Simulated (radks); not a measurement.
Values are calculated unless marked as measured or tabulated.
Task: All-electron atom: neutral copper in [Ar] 3d10 4s1 (the NIST ground configuration). Code: a radial shooting solver on a logarithmic mesh with Libxc functionals. Model: Dirac Kohn-Sham, PBEsol, spin-unpolarised, spherical densities, finite nucleus; Fermi nuclear charge, rms radius 3.8823 fm. Some entries of the table are withheld. Estimate them.

| orbital | occ. | eigenvalue (Ry) | <r^2> (bohr^2) | <1/r> (bohr^-1) |
|---|---|---|---|---|
| 1s1/2 | 2 | (1) | 0.003660 | 29.14 |
| 2s1/2 | 2 | -77.98769 | 0.06531 | 6.354 |
| 2p1/2 | 2 | -68.34070 | 0.05128 | 6.311 |
| 2p3/2 | 4 | -66.83640 | 0.05283 | 6.170 |
| 3s1/2 | 2 | -8.40624 | 0.5874 | 2.002 |
| 3p1/2 | 2 | -5.41817 | 0.6532 | (2) |
| 3p3/2 | 4 | -5.22831 | 0.6726 | (3) |
| 3d3/2 | 4 | -0.38394 | 1.546 | (4) |
| 3d5/2 | 6 | -0.36408 | 1.592 | (5) |
| 4s1/2 | 1 | (6) | 10.06 | 0.4477 |

Result: 
(1) 1s1/2 eigenvalue (Ry): -649.7751
(2) 3p1/2 <1/r> (bohr^-1): 1.867
(3) 3p3/2 <1/r> (bohr^-1): 1.833
(4) 3d3/2 <1/r> (bohr^-1): 1.376
(5) 3d5/2 <1/r> (bohr^-1): 1.364
(6) 4s1/2 eigenvalue (Ry): -0.33873
